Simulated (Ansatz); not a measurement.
Consider the cleavage of the Si–Al bond: `C[SiH2][Al]([CH3])[OH]` + `SS` → `C[SiH2]SS` + `[CH3][AlH][OH]`.

Calculated with Ansatz (gas phase, PBE0-D4/def2-TZVP geometries, no zero-point term in ΔE). CBS: MP2 limit from def2 TZ/QZ plus the TZ coupled-cluster correction, frozen cores. This one scheme is used for every species. Each species was taken in one conformer, which may not be the lowest.

```
                 species  SCS-MP2/def2-TZVPP energy (Eh)
`C[SiH2][Al]([CH3])[OH]`                      -687.66208
                    `SS`                      -796.60868
             `C[SiH2]SS`                     -1126.10934
        `[CH3][AlH][OH]`                      -358.18856
```

**Question.** Work out ΔE.

**Answer.** ΔE = (-1126.10934) + (-358.18856) − (-687.66208) − (-796.60868) = -0.02714 Eh = -71.3 kJ/mol. CCSD(T)/CBS gives -65.9 kJ/mol.

Largest T1 diagnostic among the species: 0.012.

Leaving LDA and LC-ωPBE aside and taking each functional with its dispersion term where it has one, the values, not all of them listed here, spread over 19.9 kJ/mol, from B97M-V to PBE-D4. LDA lies −5.9 kJ/mol from PBE without D4. The D4 term adds −6.4 kJ/mol with B3LYP and −3.0 kJ/mol with PBE0; it sums over pairs of atoms, weighted by their polarisabilities, and B3LYP, whose exchange is more repulsive, gets the larger term. From BLYP to BHLYP (50 % exact exchange), in def2-TZVPP and without D4, ΔE moves by −9.7 kJ/mol.

B3LYP here is the variant with VWN-RPA as its local correlation; programs differ in this.
